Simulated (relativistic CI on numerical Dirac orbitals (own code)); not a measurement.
# Ir²⁹⁺: sensitivity of the levels to the model

Base calculation: Dirac-Coulomb-Breit CI, orbitals from a KLI potential per configuration, model QED (radiative potential, 1s self-energy scaled to tabulated hydrogen-like ionisation energies), unscaled Slater integrals.

CI space (outside the closed core [Ar] 3d10): 4s2 4p6 4d10 4f2, 4s2 4p6 4d9 4f3, 4s2 4p6 4d10 4f 5s, 4s2 4p6 4d10 4f 5p, 4s2 4p6 4d10 5s2, 4s2 4p5 4d10 4f3, 4s2 4p6 4d10 5s 5p, 4s2 4p6 4d10 4f 5d, 4s2 4p6 4d10 5p2, 4s2 4p6 4d10 5s 5d, 4s 4p6 4d10 4f3, 4s2 4p6 4d9 4f2 5s, 4s2 4p6 4d9 4f 5s2, 4s2 4p6 4d10 5p 5d, 4s2 4p6 4d10 4f 5f, 4s2 4p6 4d9 4f2 5p. Levels of other configurations are missing.

The lowest level and the first level of each name with at least 55 % of one term (blank where a level has no safe partner in the second run):

```csv
Level,Base (cm⁻¹),Shift (cm⁻¹)
4s2 4p6 4d10 4f2 3H_4,0,0
4s2 4p6 4d10 4f2 3F_2,22248,-11
4s2 4p6 4d10 4f2 3H_5,34315,-103
4s2 4p6 4d10 4f2 3F_3,49183,-102
4s2 4p6 4d10 4f2 3H_6,62088,-165
4s2 4p6 4d10 4f2 3P_0,86209,-26
4s2 4p6 4d10 4f2 3F_4,88033,-209
4s2 4p6 4d10 4f2 3P_1,103509,-99
4s2 4p6 4d10 4f2 1I_6,107666,-147
4s2 4p6 4d10 4f2 3P_2,130364,-198
4s2 4p6 4d10 4f2 1S_0,214786,-173
4s2 4p6 4d10 4f 5s 3F°_2,1351752,-222
4s2 4p6 4d10 4f 5s 3F°_3,1355381,-176
4s2 4p6 4d10 4f 5s 3F°_4,1390405,+28
```

At this charge energies of transitions that change n are usually good to better than 1 %, and those within a shell (Δn = 0) to a few per cent. Terms inside the open d or f shell come out 10 to 20 % too wide with unscaled integrals.

**Question.** One thing was changed in a second run, which moved the levels as shown. Which?
A. one mean potential for all configurations
B. QED terms removed
C. configuration mixing switched off
D. Breit term removed

**Answer.** A. One mean potential for all configurations. One potential for all configurations removes the relaxation of the orbitals, which moves whole configurations and changes the integrals a little.

LS names give the leading component of a level, which can be under half, so a name can repeat, a term be missing and a line seem to break the LS rules.
